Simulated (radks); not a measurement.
The numbers below are computed, except where a source is named.
The oxygen anion O2-, [Ne], held by a Watson sphere: a shell of charge +2 at radius R that stands for the Madelung well of a crystal (potential energy -2/R inside, -2/r outside, in hartree with lengths in bohr). Code: a radial shooting solver on a logarithmic mesh with Libxc functionals. Model: scalar-relativistic Kohn-Sham, LDA (Slater exchange, Perdew-Wang correlation), spin-polarised, spherical densities, point nucleus. Response by self-consistent Sternheimer equations with the Hartree and adiabatic LDA kernel, the relativistic mass of each level held fixed and spin-orbit coupling left out. The sphere does not respond.

R (bohr)	e(1s) (eV)	e(2s) (eV)	e(2p) (eV)	<r> 2p (bohr)	sum of <r^2> (bohr^2)	X-ray form factor at sin(theta)/lambda = 0.2 1/angstrom	alpha (bohr^3)
1.72	-504.58	-23.274	-8.940	1.422	19.76	6.257	11.07
1.8	-504.62	-22.863	-8.626	1.442	20.32	6.205	12.00
1.86	-504.64	-22.565	-8.396	1.457	20.75	6.168	12.74
2.01	-504.64	-21.868	-7.842	1.493	21.80	6.085	14.80
2.95	-503.88	-18.772	-5.131	1.692	28.43	5.779	36.29
3.04	-503.79	-18.567	-4.934	1.709	29.08	5.764	39.40
3.35	-503.47	-17.946	-4.324	1.767	31.39	5.723	52.03
3.56	-503.27	-17.592	-3.965	1.804	33.00	5.703	62.59
